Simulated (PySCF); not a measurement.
Below is a simulated gas-phase C 1s photoelectron spectrum of `CC#C[SiH2]N`.

Every computed line was given a Gaussian of 0.4 eV full width at half maximum and an area set by the number of equivalent atoms; the highest printed point is 100. Method used: delta-SCF UKS SCAN, pcX-2 on the ionised atom, pcseg-1 elsewhere, spin-free X2C in PySCF.

(binding energy (eV), intensity): (288.8, 0), (288.9, 2), (289.0, 8), (289.1, 26), (289.2, 57), (289.3, 90), (289.4, 100), (289.5, 79), (289.6, 44), (289.7, 18), (289.8, 10), (289.9, 18), (290.0, 44), (290.1, 78), (290.2, 100), (290.3, 90), (290.4, 57), (290.5, 26), (290.6, 8), (290.7, 2), (290.8, 0), (290.9, 0), (291.0, 0), (291.1, 1), (291.2, 3), (291.3, 13), (291.4, 36), (291.5, 71), (291.6, 98), (291.7, 95), (291.8, 65), (291.9, 32), (292.0, 11), (292.1, 3), (292.2, 0)

Task: Count the maxima, the lines and the sites behind this envelope.

Result: The curve has 3 maxima (at 289.4, 290.2 and 291.6 eV). Under it lie 3 lines from 3 inequivalent carbon sites.

Task: Decompose the envelope and assign each component. Numbering: `[CH3:1][C:2]#[C:3][SiH2:4][NH2:5]`.

Result: 
```tsv
position (eV)	relative area	line	atoms	environment
289.38	1	C 1s	C3	alkyne carbon
290.22	1	C 1s	C2	alkyne carbon
291.64	1	C 1s	C1	propargylic carbon
```

Lowest listed C 1s: C3, bonded to C (triple bond) and Si. Highest, 2.26 eV above it: C1, bonded to C and 3 H. The widest gap between neighbouring values is 1.42 eV, between 290.22 and 291.64 eV.

No satellites, vibrations or lifetime broadening are included. Spin contamination (⟨S²⟩ against 0.75 for a pure doublet) is marked for C 1s of C2 (0.86), which makes this value less certain. Isolated species at its PBE0-D3(BJ)/def2-SVP geometry (one conformer only).

Conformer computed: `[CH3:1][C:2]#[C:3][SiH2:4][NH2:5]`: H–N5–Si4–C3 -68°, H–N5–Si4–C3 69°.
